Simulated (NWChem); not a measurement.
System: C$_{8}$H$_{6}$; SMILES C#Cc1ccccc1

The following NWChem deck was run.

```
start job
memory heap 200 mb stack 900 mb global 1100 mb
geometry units angstroms
  C      0.000000     0.000000     3.236539
  C      0.000000     0.000000     2.022991
  C      0.000000     0.000000     0.592740
  C      0.000000     1.211644    -0.120087
  C      0.000000     1.207066    -1.511203
  C      0.000000     0.000000    -2.210562
  C      0.000000    -1.207066    -1.511203
  C      0.000000    -1.211644    -0.120087
  H      0.000000     0.000000     4.310773
  H      0.000000     2.153886     0.431605
  H      0.000000     2.154656    -2.055382
  H      0.000000     0.000000    -3.303283
  H      0.000000    -2.154656    -2.055382
  H      0.000000    -2.153886     0.431605
end
basis spherical
  * library def2-svp
end
dft
  xc xpbe96 cpbe96
  iterations 150
end
driver
  maxiter 120
end
task dft optimize
task dft freq
```

Excerpt of the output:

```
             Northwest Computational Chemistry Package (NWChem) 7.3.0
             --------------------------------------------------------

 C2V symmetry detected

                             Geometry "geometry" -> ""
                             -------------------------

 Output coordinates in angstroms (scale by  1.889725989 to convert to a.u.)

  No.       Tag          Charge          X              Y              Z
 ---- ---------------- ---------- -------------- -------------- --------------
    1 C                    6.0000     0.00000000     0.00000000     3.23589633
    2 C                    6.0000     0.00000000     0.00000000     2.02234833
    3 C                    6.0000     0.00000000     0.00000000     0.59209733
    4 C                    6.0000     0.00000000     1.21164400    -0.12072967
    5 C                    6.0000     0.00000000     1.20706600    -1.51184567
    6 C                    6.0000     0.00000000     0.00000000    -2.21120467
    7 C                    6.0000     0.00000000    -1.20706600    -1.51184567
    8 C                    6.0000     0.00000000    -1.21164400    -0.12072967
    9 H                    1.0000     0.00000000     0.00000000     4.31013033
   10 H                    1.0000     0.00000000     2.15388600     0.43096233
   11 H                    1.0000     0.00000000     2.15465600    -2.05602467
   12 H                    1.0000     0.00000000     0.00000000    -3.30392567
   13 H                    1.0000     0.00000000    -2.15465600    -2.05602467
   14 H                    1.0000     0.00000000    -2.15388600     0.43096233

 Effective nuclear repulsion energy (a.u.)     298.3663530790

      Symmetry information
      --------------------

 Group name             C2v
 Group number             16
 Group order               4
 No. of unique centers    10

                                Z-matrix (autoz)
                                --------

 Units are Angstrom for bonds and degrees for angles

[...]

      ----------------------
      Optimization converged
      ----------------------

  Step       Energy      Delta E   Gmax     Grms     Xrms     Xmax
  ---- ---------------- -------- -------- -------- -------- --------
@    3    -307.77192553 -9.8D-07  0.00021  0.00003  0.00020  0.00084
                                     ok       ok       ok       ok

                                Z-matrix (autoz)
                                --------

 Units are Angstrom for bonds and degrees for angles

[...]

 Rotational Constants
 --------------------
 A=   0.186880 cm-1  (  0.268872 K)
 B=   0.050224 cm-1  (  0.072259 K)
 C=   0.039585 cm-1  (  0.056953 K)

 Temperature                      =   298.15K
 frequency scaling parameter      =   1.0000

 Zero-Point correction to Energy  =   66.991 kcal/mol  (  0.106757 au)
 Thermal correction to Energy     =   71.121 kcal/mol  (  0.113339 au)
 Thermal correction to Enthalpy   =   71.714 kcal/mol  (  0.114283 au)

 Total Entropy                    =   78.738 cal/mol-K
   - Translational                =   39.761 cal/mol-K (mol. weight = 102.0469)
   - Rotational                   =   26.475 cal/mol-K (symmetry #  =        2)
   - Vibrational                  =   12.502 cal/mol-K

 Cv (constant volume heat capacity) =   25.883 cal/mol-K
   - Translational                  =    2.979 cal/mol-K
   - Rotational                     =    2.979 cal/mol-K
   - Vibrational                    =   19.924 cal/mol-K

[normal modes left out]

 ----------------------------------------------------------------------------
 Normal Eigenvalue ||           Projected Infra Red Intensities
  Mode   [cm**-1]  || [atomic units] [(debye/angs)**2] [(KM/mol)] [arbitrary]
 ------ ---------- || -------------- ----------------- ---------- -----------
    1       -0.000 ||    0.000011           0.000         0.011       0.015
    2       -0.000 ||    0.000039           0.001         0.038       0.052
    3        0.000 ||    0.000000           0.000         0.000       0.000
    4        0.000 ||    0.000040           0.001         0.039       0.053
    5        0.000 ||    0.000000           0.000         0.000       0.000
    6        0.000 ||    0.000000           0.000         0.000       0.000
    7      138.069 ||    0.001532           0.035         1.493       2.037
    8      152.876 ||    0.001044           0.024         1.018       1.388
    9      360.313 ||    0.003043           0.070         2.966       4.046
   10      400.057 ||    0.000000           0.000         0.000       0.000
   11      458.797 ||    0.000375           0.009         0.365       0.498
   12      519.400 ||    0.002905           0.067         2.832       3.863
   13      547.312 ||    0.003990           0.092         3.889       5.305
   14      613.435 ||    0.000376           0.009         0.367       0.500
   15      617.202 ||    0.037261           0.860        36.323      49.544
   16      656.635 ||    0.035361           0.816        34.472      47.018
   17      693.577 ||    0.031246           0.721        30.461      41.547
   18      759.188 ||    0.002333           0.054         2.274       3.102
   19      762.282 ||    0.029643           0.684        28.897      39.415
   20      831.795 ||    0.000000           0.000         0.000       0.000
   21      912.917 ||    0.003396           0.078         3.310       4.515
   22      964.203 ||    0.000000           0.000         0.000       0.000
   23      981.996 ||    0.000242           0.006         0.236       0.322
   24      987.486 ||    0.000067           0.002         0.065       0.089
   25     1024.286 ||    0.003933           0.091         3.835       5.230
   26     1068.465 ||    0.005965           0.138         5.815       7.932
   27     1136.492 ||    0.000000           0.000         0.000       0.000
   28     1151.509 ||    0.000000           0.000         0.000       0.000
   29     1205.729 ||    0.000725           0.017         0.707       0.965
   30     1277.267 ||    0.000059           0.001         0.057       0.078
   31     1361.276 ||    0.000005           0.000         0.005       0.007
   32     1430.930 ||    0.005023           0.116         4.896       6.678
   33     1474.152 ||    0.014015           0.323        13.663      18.635
   34     1581.947 ||    0.001019           0.024         0.993       1.354
   35     1615.158 ||    0.001859           0.043         1.813       2.472
   36     2149.305 ||    0.003172           0.073         3.092       4.218
   37     3111.724 ||    0.000373           0.009         0.363       0.495
   38     3120.363 ||    0.003852           0.089         3.755       5.122
   39     3130.425 ||    0.010242           0.236         9.985      13.619
   40     3137.962 ||    0.010778           0.249        10.507      14.331
   41     3141.179 ||    0.002937           0.068         2.863       3.905
   42     3407.592 ||    0.099009           2.284        96.519     131.650
 ----------------------------------------------------------------------------
```

Level: PBE/def2-SVP.
